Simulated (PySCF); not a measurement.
CH2Cl, SMILES [CH2]Cl, multiplicity 2. Atoms are numbered in the order given.

```xyz
4

C      0.0000     0.0000    -1.1142
Cl     0.0000     0.0000     0.5836
H      0.0000    -0.9519    -1.6176
H      0.0000     0.9519    -1.6176
```
Charge 0, spin multiplicity 2.

The structure is a stationary point at B3LYP-D3(BJ)/def2-TZVP. The isomer is the one that the SMILES or the coordinates give; other isomers of the formula were not compared.

All values below come from PBE0/pcH-1 (PySCF).

Unrestricted Kohn–Sham, ⟨S²⟩ = 0.755. Hyperfine tensors hold the contact and dipolar terms, without spin-orbit corrections.

### Question
Estimate the hyperfine couplings. (Estimate from the structure and the level; the computed values follow.)

### Answer

| nucleus | A(iso) (MHz) | A(iso) (G) | dipolar principal values (MHz) |
|---|---|---|---|
| 13C no. 1 | 102.8 | 36.7 | -80.9, -80.8, 161.7 |
| 35Cl no. 2 | 5.5 | 2.0 | -34.8, -22.0, 56.9 |
| 1H no. 3 | -72.9 | -26.0 | -38.3, -1.2, 39.5 |
| 1H no. 4 | -72.9 | -26.0 | -38.3, -1.2, 39.5 |

### Question
And the g tensor (effective nuclear charges for spin-orbit coupling, GIAO)? (Estimate from the structure and the level; the computed values follow.)

### Answer
principal values 2.0016, 2.0082, 2.0098; isotropic 2.0065.
